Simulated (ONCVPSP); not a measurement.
**What one change does to a pseudopotential (nickel, ONCV)**

* Element: Ni
* Generator: ONCVPSP 4.0.1
* Type: optimised norm-conserving Vanderbilt (ONCV)
* Functional: LDA (Perdew-Zunger)
* Relativity: fully relativistic
* Frozen core: [Ne] 3s2
* Valence charge: 16
* Reference configuration: 3p6 3d8 4s2
* Partial waves: 4s: rc 2.40 bohr, ncon 4, nbas 9, qcut 3.1 1/bohr, 3 projectors, debl 2.7 Ha; 3p: rc 0.90 bohr, ncon 4, nbas 8, qcut 13.4 1/bohr, 2 projectors, debl 1 Ha; 3d: rc 1.20 bohr, ncon 4, nbas 9, qcut 10.8 1/bohr, 2 projectors, debl 1 Ha; f scattering state at 0.06 Ha: rc 2.50 bohr, ncon 4, nbas 8, qcut 5 1/bohr, 3 projectors, debl 1.3 Ha
* Local potential: polynomial inside 0.90 bohr (lpopt 5, dvloc0 0 Ha)
* Core correction: Teter function, fcfact 1.5, rcfact 1.05

Open shells are filled in proportion to 2j + 1.

In the p channel the program set the typed energies aside and used -2.591, 0.250 Ha (j = l + 1/2; the other j can differ).

Change: p: qcut 14.

Cutoffs: the cutoffs (Ha) at which the residual kinetic energy of the hardest occupied pseudo-wave falls to 1 and 0.1 mHa per electron; they do not see the model core or the augmentation charge, which bear on the density cutoff. Errors are all-electron minus pseudo energies relative to the spin-unpolarised reference configuration.

**Question.** What does the change do?

**Answer.** The potential gets neither clearly harder nor softer (55 Ha and 144 Ha → 57 Ha and 144 Ha); a bound ghost appears in p, which as a rule spoils a file; the miss of the reference levels goes from 0.02 to 0.30 eV; of the 4 tests that both files solve, the error grows in 1 and shrinks in 0 by more than 15 % and 0.3 meV (median size 7.2 → 9.0 meV).

| quantity | base | changed |
| --- | --- | --- |
| cutoff, loose | 55 Ha | 57 Ha |
| cutoff, tight | 144 Ha | 144 Ha |
| loose cutoff by channel | s 4.2 Ha, p 40 Ha, d 55 Ha | s 4.2 Ha, p 57 Ha, d 55 Ha |
| bound ghosts | none | p1/2 |
| GHOST(+) flags under 300 eV | s at 40.2 eV | s at 40.2 eV |
| largest miss of a reference level, eV | 0.02 | 0.30 |
| error for 3p6 3d8 4s1, meV [ΔE 9.60 eV] | -5.3 | -5.3 |
| error for 3p6 3d8 4s0, meV [ΔE 27.26 eV] | -36 | -36 |
| error for 3p6 3d7 4s0, meV [ΔE 65.06 eV] | -7.9 | -7.9 |
| error for 3p6 3d8 4s1 4p1, meV [ΔE 4.68 eV] | -6.4 | -10 |
| s: phases at 2.43 bohr within 0.05 rad from the reference energy up to (Ha; the scan ends near 5) | 1.5 | 1.5 |
| p3/2: phases at 0.92 bohr within 0.05 rad from the reference energy up to (Ha; the scan ends near 5) | to the end of the scan | to the end of the scan |
| p1/2: phases at 0.92 bohr within 0.05 rad from the reference energy up to (Ha; the scan ends near 5) | to the end of the scan | to the end of the scan |
| d5/2: phases at 1.22 bohr within 0.05 rad from the reference energy up to (Ha; the scan ends near 5) | to the end of the scan | to the end of the scan |
| d3/2: phases at 1.22 bohr within 0.05 rad from the reference energy up to (Ha; the scan ends near 5) | to the end of the scan | to the end of the scan |
| f7/2: phases at 2.53 bohr within 0.05 rad from the reference energy up to (Ha; the scan ends near 5) | to the end of the scan | to the end of the scan |
| f5/2: phases at 2.53 bohr within 0.05 rad from the reference energy up to (Ha; the scan ends near 5) | to the end of the scan | to the end of the scan |
| rms error of d²Exc/dni dnj with the model core, mHa | 8.95 | 8.92 |

 A true bound ghost makes a file unfit for plane-wave use even where its test errors are small: the radial tests pick states by their node count and pass the ghost by.
